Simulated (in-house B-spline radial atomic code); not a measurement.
How numerical settings move a run on Ce2+, [Xe] 4f2. Computed with a B-spline radial code for spherical atoms: scalar-relativistic (X2C) LDA exchange-only, spherical fractional occupations, Fermi nucleus of rms radius 4.8771 fm.

Command:
```bash
python run_scf.py task.json out
```
Settings of the sound reference run:
```
Z                58
electrons        56
configuration    [Xe] 4f2
hamiltonian      x2c
method           lda,
spin_polarised   False
nucleus          fermi
rms_radius       4.8771
mass_number      140
atomic_mass      139.9054
speed_of_light   137.036
knot_spacing     0.22
spline_order     8
gauss_points     12
box_radius       22.22
max_iterations   70
damping          0.5
damped_steps     3
diis_vectors     10
tolerance        1e-08
start            Thomas-Fermi
```

Run time, properties included: 0.29 s on 1 thread of Arm Neoverse V1, with other jobs on the host.

It converges in 10 iterations to -8846.186594 hartree, with 4f at -11.7174 eV. The other runs change the listed settings, some to values that make no sense; their results aren't properties of the atom or ion. Radii are in bohr (the nuclear one in fm), a minus after a letter asks for a j subshell, and «unchanged» means within 1e-8 hartree. The run stops when the residual is below 10 × tolerance × max(1, Z/10), or a noise floor if that is larger, and the energy moves by less than 1e-8 × √|E| hartree; so very loose and very tight tolerances often act alike.

| changed settings | outcome |
| --- | --- |
| diis_vectors = 1 | not converged after 70 iterations, last residual 8.7e-01, last energy +2.73e+01 hartree from the reference |
| diis_vectors = 0 | converged in 18 iterations, energy unchanged, 4f level +1.1e-05 eV |
| electrons = 57, configuration = [Xe] 4f2 1f1, max_iterations = 50 | stopped with error: there is no 1f shell |
| knot_spacing = 1.4 | converged in 9 iterations, energy +3.53e+02 hartree from the reference, 4f level -8.8e+01 eV (the program warns: 4f reaches the box edge; 1s reaches the box edge) |
| knot_spacing = 0.4 | converged in 10 iterations, energy +5.10e-03 hartree from the reference, 4f level +1.2e-04 eV |
| tolerance = 1e-06 | converged in 8 iterations, energy +1.22e-08 hartree from the reference, 4f level +2.1e-03 eV |
| diis_vectors = 2 | converged in 12 iterations, energy unchanged, 4f level -1.0e-05 eV |
| electrons = 57, configuration = [Xe] 4f2 6s-1, max_iterations = 100 | stopped with error: j subshells need the Dirac Hamiltonian and l > 0 |
| knot_spacing = 0.3 | converged in 10 iterations, energy +3.41e-05 hartree from the reference, 4f level +1.1e-05 eV |
| knot_spacing = 2 | converged in 8 iterations, energy +8.54e+02 hartree from the reference, 4f level -2.6e+02 eV (the program warns: 4f reaches the box edge; 1s reaches the box edge) |
| knot_spacing = 0.75 | converged in 10 iterations, energy +6.45e+00 hartree from the reference, 4f level -2.4e+00 eV (the program warns: 4s reaches the box edge; 4p reaches the box edge) |
| spline_order = 3, max_iterations = 50, diis_vectors = 20 | converged in 10 iterations, energy +2.93e-01 hartree from the reference, 4f level -5.3e-02 eV |
| knot_spacing = 0.55 | converged in 10 iterations, energy +6.67e-01 hartree from the reference, 4f level -2.7e-01 eV |
| max_iterations = 12, damped_steps = 0 | converged in 9 iterations, energy unchanged, 4f level -2.6e-05 eV |
| hamiltonian = dirac, method = scan,scan | stopped with error: meta-GGAs are not served with the Dirac Hamiltonian |

Problem. What happens with knot_spacing = 0.15?

Solution. Converged in 10 iterations, energy -2.24e-07 hartree from the reference, 4f level -1.1e-06 eV.

Problem. What happens with spline_order = 6, box_radius = 0.89, max_iterations = 3?

Solution. Not converged after 3 iterations, last residual 1.0e-01, last energy +4.31e+02 hartree from the reference.

Problem. What happens with diis_vectors = 4?

Solution. Converged in 10 iterations, energy unchanged, 4f level -3.6e-06 eV.

Problem. What happens with knot_spacing = 1.4, max_iterations = 75, damping = 0.2, diis_vectors = 2?

Solution. Converged in 8 iterations, energy +3.53e+02 hartree from the reference, 4f level -8.8e+01 eV (the program warns: 4f reaches the box edge; 1s reaches the box edge).
